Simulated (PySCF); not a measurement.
A PySCF script (with the pyscf-properties extension) for the NMR shieldings of SMILES C[P+](C)([AlH3-])CCC(F)(F)F, C₅H₁₃AlF₃P, on a GFN2-xTB geometry:

```python
import basis_set_exchange as bse
import numpy as np
from pyscf import gto, dft
from pyscf.prop import nmr

atoms = """
C    -0.713255   -1.860027   -0.460669
P    -0.797463   -0.101106    0.038403
C    -2.364345   -0.098872    0.990178
Al   -0.677851    1.470579   -1.909003
C     0.439655   -0.018192    1.432186
C     1.675771    0.778882    1.024184
C     2.390979    0.121782   -0.132874
F     3.533909    0.737957   -0.445601
F     1.641701    0.095670   -1.251066
F     2.708567   -1.161376    0.121824
H    -0.902793   -2.518078    0.386782
H    -1.468971   -2.022774   -1.227810
H     0.261006   -2.078542   -0.891135
H    -3.178204   -0.310498    0.298754
H    -2.524259    0.892365    1.410668
H    -2.352731   -0.842702    1.785878
H    -0.319820    0.473861   -3.056354
H     0.377638    2.511484   -1.375892
H    -2.194882    1.851263   -1.740533
H    -0.037278    0.491288    2.272259
H     0.721094   -1.026337    1.747904
H     1.389922    1.779182    0.688197
H     2.386860    0.861178    1.849675
"""
names = dict.fromkeys(["C", "P", "Al", "F", "H"], "pcSseg-1")
basis = {el: gto.basis.parse(bse.get_basis(n, elements=[el], fmt="nwchem")) for el, n in names.items()}
mol = gto.M(atom=atoms, basis=basis, charge=0, verbose=0)
mf = dft.RKS(mol, xc="PBE0")
mf.grids.level = 2
mf.grids.alignment = dft.numint.BLKSIZE   # the property module wants whole blocks of grid points
mf.conv_tol = 1e-9
mf.kernel()

calc = nmr.RKS(mf)   # GIAO
C = mf.mo_coeff
Co = C[:, mf.mo_occ > 0]
resp = mf.gen_response(singlet=True, hermi=2)
def vind(x):   # induced exchange potential for any number of trial vectors
    d = np.einsum("pi,xij,qj->xpq", C, 2 * x.reshape(-1, C.shape[1], Co.shape[1]), Co, optimize=True)
    return np.einsum("xpq,pi,qj->xij", resp(d - d.transpose(0, 2, 1)), C, Co, optimize=True).ravel()
mo1, _ = nmr.rhf.solve_mo1(calc, with_cphf=vind)
sigma = calc.kernel(mo1)
for i, s in enumerate(sigma):   # ppm
    w = np.linalg.eigvalsh((s + s.T) / 2)
    print("%2d %-2s iso %8.1f  s11 %8.1f  s22 %8.1f  s33 %8.1f" % (i, mol.atom_pure_symbol(i), w.mean(), *w))
```

Question: What does it print?

Answer: 
```
 0 C  iso    169.9  s11    158.5  s22    164.9  s33    186.3
 1 P  iso    371.6  s11    339.6  s22    365.3  s33    409.8
 2 C  iso    169.7  s11    158.6  s22    165.5  s33    185.0
 3 Al iso    452.5  s11    438.2  s22    443.4  s33    476.0
 4 C  iso    161.0  s11    150.4  s22    153.9  s33    178.8
 5 C  iso    153.4  s11    142.3  s22    152.7  s33    165.2
 6 C  iso     50.9  s11     46.8  s22     48.1  s33     58.0
 7 F  iso    248.5  s11    158.7  s22    250.2  s33    336.6
 8 F  iso    238.6  s11    159.5  s22    249.6  s33    306.6
 9 F  iso    255.6  s11    155.6  s22    268.1  s33    343.0
10 H  iso     30.7  s11     26.7  s22     28.0  s33     37.4
11 H  iso     30.3  s11     25.7  s22     27.2  s33     37.9
12 H  iso     29.9  s11     24.3  s22     29.8  s33     35.5
13 H  iso     30.3  s11     25.5  s22     27.4  s33     38.1
14 H  iso     30.4  s11     25.7  s22     27.7  s33     37.6
15 H  iso     30.6  s11     26.1  s22     28.6  s33     37.1
16 H  iso     28.0  s11     24.8  s22     27.2  s33     32.0
17 H  iso     27.8  s11     24.1  s22     28.4  s33     30.9
18 H  iso     28.0  s11     23.9  s22     27.2  s33     32.8
19 H  iso     30.1  s11     24.2  s22     30.0  s33     36.3
20 H  iso     29.8  s11     26.1  s22     29.0  s33     34.4
21 H  iso     28.6  s11     25.6  s22     27.2  s33     33.1
22 H  iso     29.4  s11     24.2  s22     27.8  s33     36.2
```

These numbers come from an equivalent density-fitted implementation of the same equations, which agrees with the script to about 0.01 ppm for H and up to a few tenths of a ppm for heavy atoms, so last digits may differ.

Size and cost of the density-fitted run: 249 basis functions, 110 s wall time on 1 thread of an Arm Neoverse N1, shared host; peak memory 1.2 GiB.
